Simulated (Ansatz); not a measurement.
Name a neutral molecule of C, F, Sc and H with LUMO energy (PBE/def2-TZVPP) between -3.35 and -3.05 eV and LUMO energy (B3LYP/def2-TZVPP) between -3.00 and -2.70 eV (Ansatz, PBE0-D4/def2-TZVP geometry).

`[CH3][Sc]([F])[F]` (-3.26 eV, -2.74 eV). Other molecules can fit too; these were computed, each in one conformer that needn't be the lowest.

B3LYP here is the variant with VWN-RPA as its local correlation; programs differ in this.
